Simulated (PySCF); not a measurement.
HSe (charge -1).
SMILES: `[SeH-]`

Level of theory: PBE0-D3(BJ)/def2-SVP geometry optimisation, gas phase in PySCF.

Masses are those of the commonest isotopes; rigid-rotor values at the optimised geometry. 

Q: What are the moment of inertia and the rotational constant?

A: I = 2.179 u·Å², B = 505379 MHz·u·Å²/I = 231946 MHz (7.7369 cm⁻¹, or 11.132 K as hB/k). For two atoms I = μr² with μ = 0.9953 u and r = 1.4796 Å.

Q: List the first levels of a rigid rotor in a Σ state.

A: E(J) = BJ(J+1): J = 1: 15.474, J = 2: 46.421, J = 3: 92.843, J = 4: 154.738, J = 5: 232.107, J = 6: 324.949 cm⁻¹.

Q: Estimate the classical rotational partition function at 100 K and 500 K.

A: Point group C∞v, symmetry number σ = 1; q = kT/(σhB), k/h = 20836.6 MHz/K: 9.0 at 100 K, 44.9 at 500 K.

PBE0-D3(BJ)/def2-SVP frequencies: not computed here. The geometry's basis has no diffuse functions, a weakness for an anion. These are rigid-rotor constants of the computed structure; measured ground-state constants (B0) also hold zero-point vibration.

The run took 1.8 s of wall time on an x86-64 server with one thread, shared host. These figures are those of the optimisation.
